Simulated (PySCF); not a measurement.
SMILES O([Si](C)([O][GeH3])C)[SiH2]N, GFN2-xTB optimised geometry.

```
21

Si    -0.46    -2.06     0.56
N     -2.02    -1.89    -0.15
O      0.50    -0.75     0.54
Si     0.61     0.87     0.62
C      0.78     1.38     2.44
C      2.05     1.42    -0.48
O     -0.74     1.55     0.00
Ge    -2.46     1.55     0.00
H      0.28    -3.01    -0.27
H     -0.70    -2.42     1.95
H     -2.80    -1.55     0.39
H     -2.11    -1.65    -1.12
H      1.65     0.91     2.90
H     -0.10     1.08     3.01
H      0.90     2.45     2.55
H      2.16     2.50    -0.47
H      1.90     1.11    -1.51
H      2.98     0.98    -0.14
H     -2.91     0.87    -1.26
H     -2.82     3.01     0.00
H     -2.98     0.86     1.23
```

Density from PBE0/def2-SVP in PySCF at that geometry.

Minimum of the electron density along straight lines between bonded atoms, close to the bond critical point (lines longer than 1.1 times the sum of covalent radii, or with two minima, are not listed):

| bond | length / Å | ρ at the minimum / e bohr⁻³ | ∇²ρ there / e bohr⁻⁵ | position (fraction from the first atom) |
|---|---|---|---|---|
| Si1–N2 | 1.719 | 0.124 | ___ | 0.40 |
| Si1–O3 | 1.629 | 0.125 | 1.06 | 0.41 |
| O3–Si4 | 1.623 | 0.127 | 1.09 | 0.59 |
| Si4–C5 | 1.900 | 0.114 | 0.31 | 0.38 |
| Si4–C6 | 1.893 | 0.115 | 0.32 | 0.38 |
| Si4–O7 | 1.636 | 0.123 | 1.04 | 0.41 |
| O7–Ge8 | 1.723 | 0.149 | 0.86 | 0.53 |
| Si1–H9 | 1.458 | 0.121 | 0.34 | 0.49 |
| Si1–H10 | 1.461 | 0.120 | 0.33 | 0.49 |
| N2–H11 | 1.007 | 0.331 | -1.53 | 0.77 |
| N2–H12 | 1.007 | 0.332 | -1.54 | 0.77 |
| C5–H13 | 1.085 | 0.272 | -0.97 | 0.62 |
| C5–H14 | 1.087 | 0.270 | -0.95 | 0.62 |
| C5–H15 | 1.085 | 0.271 | -0.97 | 0.62 |
| C6–H16 | 1.084 | 0.272 | -0.97 | 0.62 |
| C6–H17 | 1.085 | 0.271 | -0.97 | 0.62 |
| C6–H18 | 1.084 | 0.272 | -0.97 | 0.62 |
| Ge8–H19 | 1.502 | 0.142 | 0.07 | 0.59 |
| Ge8–H20 | 1.500 | 0.143 | 0.07 | 0.59 |
| Ge8–H21 | 1.504 | 0.141 | 0.07 | 0.59 |

Complete the blanks.


- Si1–N2, ∇²ρ there / e bohr⁻⁵: 0.76
